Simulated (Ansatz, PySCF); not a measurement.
BGeH5O2S, SMILES [GeH3][S]B(O)O. Atoms are numbered in the order given.

```xyz
10

Ge     1.3530     0.6080     0.0253
S      0.0012    -1.1294    -0.2925
B     -1.6497    -0.3751     0.1040
O     -2.6658    -1.1992     0.4525
O     -1.9138     0.9524     0.0640
H      0.7744     1.8365    -0.7145
H      1.4771     0.9373     1.5208
H      2.7100     0.2311    -0.5797
H     -2.3945    -2.1163     0.5473
H     -1.2163     1.4883    -0.3246
```
Charge 0, spin multiplicity 1.

Geometry optimised at PBE0-D3(BJ)/def2-SVP. This is a generated structure with no PubChem entry under its InChIKey; it may be hypothetical. One conformer was computed; it need not be the lowest.

Two levels are set side by side: PBE-D3(BJ)/def2-SVP (Ansatz, a first-principles code) and PBE0-D3(BJ)/def2-SVP (Ansatz). Each level has its own optimised geometry; the coordinates shown are those of the second. Frequencies come from the Hessian of PySCF at each geometry. Differences are taken from unrounded values.

```json
[
 {"quantity": "mean bond length (Å)", "PBE0-D3(BJ)": "1.481", "PBE-D3(BJ)": "1.494", "PBE-D3(BJ) minus PBE0-D3(BJ)": "0.013"},
 {"quantity": "bond Ge1–S2 (Å)", "PBE0-D3(BJ)": "2.224", "PBE-D3(BJ)": "2.241", "PBE-D3(BJ) minus PBE0-D3(BJ)": "0.017"},
 {"quantity": "bond S2–B3 (Å)", "PBE0-D3(BJ)": "1.858", "PBE-D3(BJ)": "1.869", "PBE-D3(BJ) minus PBE0-D3(BJ)": "0.011"},
 {"quantity": "bond B3–O4 (Å)", "PBE0-D3(BJ)": "1.354", "PBE-D3(BJ)": "1.367", "PBE-D3(BJ) minus PBE0-D3(BJ)": "0.013"},
 {"quantity": "bond B3–O5 (Å)", "PBE0-D3(BJ)": "1.354", "PBE-D3(BJ)": "1.366", "PBE-D3(BJ) minus PBE0-D3(BJ)": "0.012"},
 {"quantity": "bond Ge1–H6 (Å)", "PBE0-D3(BJ)": "1.546", "PBE-D3(BJ)": "1.561", "PBE-D3(BJ) minus PBE0-D3(BJ)": "0.014"},
 {"quantity": "bond Ge1–H7 (Å)", "PBE0-D3(BJ)": "1.536", "PBE-D3(BJ)": "1.549", "PBE-D3(BJ) minus PBE0-D3(BJ)": "0.013"},
 {"quantity": "bond Ge1–H8 (Å)", "PBE0-D3(BJ)": "1.533", "PBE-D3(BJ)": "1.545", "PBE-D3(BJ) minus PBE0-D3(BJ)": "0.012"},
 {"quantity": "bond O4–H9 (Å)", "PBE0-D3(BJ)": "0.961", "PBE-D3(BJ)": "0.972", "PBE-D3(BJ) minus PBE0-D3(BJ)": "0.011"},
 {"quantity": "bond O5–H10 (Å)", "PBE0-D3(BJ)": "0.962", "PBE-D3(BJ)": "0.974", "PBE-D3(BJ) minus PBE0-D3(BJ)": "0.012"},
 {"quantity": "highest harmonic wavenumber (cm⁻¹)", "PBE0-D3(BJ)": "3937", "PBE-D3(BJ)": "3770", "PBE-D3(BJ) minus PBE0-D3(BJ)": "-166"},
 {"quantity": "mean harmonic wavenumber (cm⁻¹)", "PBE0-D3(BJ)": "1106", "PBE-D3(BJ)": "1063", "PBE-D3(BJ) minus PBE0-D3(BJ)": "-42"},
 {"quantity": "zero-point energy (kcal/mol)", "PBE0-D3(BJ)": "37.94", "PBE-D3(BJ)": "36.49", "PBE-D3(BJ) minus PBE0-D3(BJ)": "-1.46"}
]
```

Exact exchange shortens and stiffens bonds; PBE has none. Differences between two approximate levels are no errors against the true value.
